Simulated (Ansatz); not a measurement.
Stretching the Si3–H4 bond in H4MgSi (SMILES [MgH][SiH3]) (multiplicity 1 held, fragments rigid). Energies count from the point at 1.491 Å.
Geometry at that point (charge 0, multiplicity 1):
```xyz
6

Mg    -1.274    -0.699    -0.178
H     -2.755    -1.512    -0.386
Si     0.972     0.533     0.136
H      1.613     0.250     1.452
H      0.838     2.017     0.064
H      1.986     0.169    -0.894
```

Signs of static correlation in def2-TZVPP, with CASSCF(2,2), from Ansatz (a first-principles code) runs.

```
R (Å)  T1 of restricted CCSD  ⟨S²⟩ of UHF  largest double amplitude of restricted CCSD  weight of the CASSCF reference in MRCISD  CASSCF natural occupations
-----  ---------------------  -----------  -------------------------------------------  ----------------------------------------  --------------------------
1.193                  0.013        0.000                                        0.029                                     0.904                   1.99 0.01
1.342                  0.013        0.000                                        0.030                                     0.903                   1.99 0.01
1.491                  0.013        0.000                                        0.031                                     0.903                   1.98 0.02
1.640                  0.013        0.000                                        0.030                                     0.902                   1.97 0.03
1.790                  0.014        0.000                                        0.027                                     0.902                   1.96 0.04
2.013                  0.016        0.000                                        0.041                                     0.902                   1.93 0.07
2.237                  0.021        0.223                                        0.064                                     0.902                   1.89 0.11
2.610                  0.033        0.719                                        0.169                                     0.901                   1.79 0.21
2.983                  0.053        0.905                                        0.312                                     0.901                   1.63 0.37
3.430                  0.081        0.985                                   (withheld)                                     0.901                   1.42 0.58
4.027             (withheld)        1.015                                        0.741                                     0.901                   1.21 0.79
4.772                  0.132        1.022                                        0.926                                     0.901                   1.08 0.92
```

Task: Some entries are withheld; supply them.

Result: 
- 3.430, largest double amplitude of restricted CCSD: 0.505
- 4.027, T1 of restricted CCSD: 0.113

Doubts at one or more of the structures used: a restricted determinant that unrestricted orbitals would lower (R-CCSD(T)/def2-TZVPP); T1 above 0.05 (R-CCSD(T)/def2-TZVPP, U-CCSD(T)/def2-TZVPP); other coupled-cluster roots lie near (R-CCSD(T)/def2-TZVPP); a spin-contaminated determinant (U-CCSD(T)/def2-TZVPP).
